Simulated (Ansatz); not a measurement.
Ansatz (an electronic-structure program) input file for CH4BrFOSi, SMILES C[Si](F)(O)Br, PBE0-D3(BJ)/def2-SVP. 

Ansatz 0.2 input:
```yaml
crystal:
  periodic: [false, false, false]
  atoms:
    - {symbol: C, position_ang: [2.02062508, -0.20478116, -1.03619045]}
    - {symbol: Si, position_ang: [0.18562206, -0.12807297, -0.79884358]}
    - {symbol: O, position_ang: [-0.49625434, -1.53391041, -1.35825113]}
    - {symbol: F, position_ang: [-0.44070408, 1.14785819, -1.60937656]}
    - {symbol: Br, position_ang: [-0.35833892, 0.20798341, 1.34813246]}
    - {symbol: H, position_ang: [2.45236271, -1.03194517, -0.43983323]}
    - {symbol: H, position_ang: [2.49069375, 0.74527246, -0.71611113]}
    - {symbol: H, position_ang: [2.25701868, -0.37707814, -2.10554311]}
    - {symbol: H, position_ang: [-1.44430113, -1.65340054, -1.17179786]}
basis:
  gaussian:
    orbitals: def2-SVP
hamiltonian:
  xc: pbe0
  dispersion: d3bj
relax: {f_tol: 0.002, max_steps: 200}
```

Output:

```
WARN ansatz: RAYON_NUM_THREADS=1 ignored (pool sized by the plan → 1); use --threads N
Functional definition: PBE0
integrals: 0.07 GiB planned
1153 factors; integrals over basis functions are off by at most 3.9e-4 eV
mean field: 0.60 GiB planned
mean field evaluation 1: about -83754.4905 eV, gradient 6.2e1 eV
mean field evaluation 2: about -83748.0485 eV, gradient 8.5e1 eV
mean field evaluation 4: about -83761.8883 eV, gradient 2.6e0 eV
mean field evaluation 8: about -83761.9086 eV, gradient 6.7e-2 eV
mean field -83761.90858000 eV, -3078.1933644540 hartree, gradient 2.0e-5 eV, S^2 0.000000; 0 other end points of the search recorded, 0 dependent functions left out
the calculation of the forces begins
reference -83761.90860462 eV, -3078.1933653590 hartree; 38, 38 occupied and 74, 74 virtual orbitals, 1153 factors
relax step   1: F+E_penalty+E_count = -83762.09175869 eV  Δ(F+E_penalty+E_count) = +0.000e0 eV  max|allowed force component| = 5.186e-1 eV/Å  Δτ_max = 0.0000 Å  (25 SCF iters, accepted)
these checks for a lower state are left out or cut short: starts, cluster_reference, orbital_swaps, neighbouring_geometries, increment
integrals: 0.07 GiB planned
1153 factors; integrals over basis functions are off by at most 3.9e-4 eV
mean field: 0.60 GiB planned
mean field evaluation 16: about -83761.9152 eV, gradient 1.6e0 eV
mean field -83761.92517896 eV, -3078.1939744546 hartree, gradient 7.8e-5 eV, S^2 0.000000; 0 other end points of the search recorded, 0 dependent functions left out
the calculation of the forces begins
reference -83761.92520356 eV, -3078.1939753586 hartree; 38, 38 occupied and 74, 74 virtual orbitals, 1153 factors
relax step   2: F+E_penalty+E_count = -83762.10923948 eV  Δ(F+E_penalty+E_count) = -1.748e-2 eV  max|allowed force component| = 2.844e-1 eV/Å  Δτ_max = 0.0259 Å  (26 SCF iters, accepted)
these checks for a lower state are left out or cut short: starts, cluster_reference, orbital_swaps, neighbouring_geometries, increment
integrals: 0.07 GiB planned
1153 factors; integrals over basis functions are off by at most 3.8e-4 eV
mean field: 0.60 GiB planned
mean field -83761.92844847 eV, -3078.1940946069 hartree, gradient 7.6e-5 eV, S^2 0.000000; 0 other end points of the search recorded, 0 dependent functions left out
the calculation of the forces begins
reference -83761.92847306 eV, -3078.1940955108 hartree; 38, 38 occupied and 74, 74 virtual orbitals, 1153 factors
relax step   3: F+E_penalty+E_count = -83762.11285075 eV  Δ(F+E_penalty+E_count) = -3.611e-3 eV  max|allowed force component| = 1.006e-1 eV/Å  Δτ_max = 0.0133 Å  (25 SCF iters, accepted)
these checks for a lower state are left out or cut short: starts, cluster_reference, orbital_swaps, neighbouring_geometries, increment
integrals: 0.07 GiB planned
1153 factors; integrals over basis functions are off by at most 3.8e-4 eV
mean field: 0.60 GiB planned
mean field -83761.92892793 eV, -3078.1941122268 hartree, gradient 1.1e-5 eV, S^2 0.000000; 0 other end points of the search recorded, 0 dependent functions left out
the calculation of the forces begins
reference -83761.92895255 eV, -3078.1941131315 hartree; 38, 38 occupied and 74, 74 virtual orbitals, 1153 factors
relax step   4: F+E_penalty+E_count = -83762.11328543 eV  Δ(F+E_penalty+E_count) = -4.347e-4 eV  max|allowed force component| = 4.021e-2 eV/Å  Δτ_max = 0.0039 Å  (23 SCF iters, accepted)
these checks for a lower state are left out or cut short: starts, cluster_reference, orbital_swaps, neighbouring_geometries, increment
integrals: 0.07 GiB planned
1153 factors; integrals over basis functions are off by at most 3.8e-4 eV
mean field: 0.60 GiB planned
mean field evaluation 32: about -83761.9232 eV, gradient 2.6e-1 eV
mean field -83761.92920892 eV, -3078.1941225531 hartree, gradient 2.1e-5 eV, S^2 0.000000; 0 other end points of the search recorded, 0 dependent functions left out
the calculation of the forces begins
reference -83761.92923356 eV, -3078.1941234584 hartree; 38, 38 occupied and 74, 74 virtual orbitals, 1153 factors
relax step   5: F+E_penalty+E_count = -83762.11351657 eV  Δ(F+E_penalty+E_count) = -2.311e-4 eV  max|allowed force component| = 2.324e-2 eV/Å  Δτ_max = 0.0041 Å  (23 SCF iters, accepted)
these checks for a lower state are left out or cut short: starts, cluster_reference, orbital_swaps, neighbouring_geometries, increment
integrals: 0.07 GiB planned
1153 factors; integrals over basis functions are off by at most 3.8e-4 eV
mean field: 0.60 GiB planned
mean field -83761.92945144 eV, -3078.1941314654 hartree, gradient 1.1e-5 eV, S^2 0.000000; 0 other end points of the search recorded, 0 dependent functions left out
the calculation of the forces begins
reference -83761.92947609 eV, -3078.1941323714 hartree; 38, 38 occupied and 74, 74 virtual orbitals, 1153 factors
relax step   6: F+E_penalty+E_count = -83762.11370770 eV  Δ(F+E_penalty+E_count) = -1.911e-4 eV  max|allowed force component| = 2.860e-2 eV/Å  Δτ_max = 0.0078 Å  (23 SCF iters, accepted)
these checks for a lower state are left out or cut short: starts, cluster_reference, orbital_swaps, neighbouring_geometries, increment
integrals: 0.07 GiB planned
1153 factors; integrals over basis functions are off by at most 3.8e-4 eV
mean field: 0.60 GiB planned
mean field -83761.92949208 eV, -3078.1941329590 hartree, gradient 1.3e-5 eV, S^2 0.000000; 0 other end points of the search recorded, 0 dependent functions left out
the calculation of the forces begins
reference -83761.92951674 eV, -3078.1941338651 hartree; 38, 38 occupied and 74, 74 virtual orbitals, 1153 factors
relax step   7: F+E_penalty+E_count = -83762.11375107 eV  Δ(F+E_penalty+E_count) = -4.337e-5 eV  max|allowed force component| = 9.276e-3 eV/Å  Δτ_max = 0.0037 Å  (23 SCF iters, accepted)
these checks for a lower state are left out or cut short: starts, cluster_reference, orbital_swaps, neighbouring_geometries, increment
integrals: 0.07 GiB planned
1153 factors; integrals over basis functions are off by at most 3.8e-4 eV
mean field: 0.60 GiB planned
mean field -83761.92950271 eV, -3078.1941333496 hartree, gradient 2.3e-5 eV, S^2 0.000000; 0 other end points of the search recorded, 0 dependent functions left out
the calculation of the forces begins
reference -83761.92952737 eV, -3078.1941342558 hartree; 38, 38 occupied and 74, 74 virtual orbitals, 1153 factors
relax step   8: F+E_penalty+E_count = -83762.11375343 eV  Δ(F+E_penalty+E_count) = -2.365e-6 eV  max|allowed force component| = 1.930e-3 eV/Å  Δτ_max = 0.0010 Å  (19 SCF iters, accepted)
integrals: 0.07 GiB planned
1153 factors; integrals over basis functions are off by at most 3.8e-4 eV
mean field: 0.60 GiB planned
mean field evaluation 64: about -83761.9295 eV, gradient 1.9e-2 eV
mean field -83761.92950271 eV, -3078.1941333496 hartree, gradient 2.3e-5 eV, S^2 0.000000; 1 other end points of the search recorded, 0 dependent functions left out
the calculation of the forces begins
reference -83761.92952737 eV, -3078.1941342558 hartree; 38, 38 occupied and 74, 74 virtual orbitals, 1153 factors
Total energy: -83762.11377809 eV, -3078.2009053449 hartree
Atom 0 at     2.013664    -0.204566    -1.034918 Å, force     0.000766     0.000058     0.001151 eV/Å
Atom 1 at     0.191336    -0.130300    -0.797762 Å, force    -0.000531     0.001629    -0.001930 eV/Å
Atom 2 at    -0.495255    -1.517595    -1.344224 Å, force    -0.000307    -0.001121     0.001430 eV/Å
Atom 3 at    -0.431272     1.131516    -1.600413 Å, force    -0.000737    -0.000111    -0.000140 eV/Å
Atom 4 at    -0.349238     0.209581     1.329818 Å, force     0.000793    -0.000873    -0.001061 eV/Å
Atom 5 at     2.443136    -1.027569    -0.445697 Å, force     0.001033     0.000211    -0.000212 eV/Å
Atom 6 at     2.481001     0.738068    -0.715682 Å, force    -0.000116    -0.000702     0.000732 eV/Å
Atom 7 at     2.247150    -0.373312    -2.097282 Å, force    -0.001487    -0.000178     0.000380 eV/Å
Atom 8 at    -1.433798    -1.653899    -1.181655 Å, force     0.000586     0.001088    -0.000350 eV/Å
Dipole moment:     0.100806    -0.218755    -0.071988 e Å
```

The run converged.

Cost: about 19 core-seconds (a rough figure).
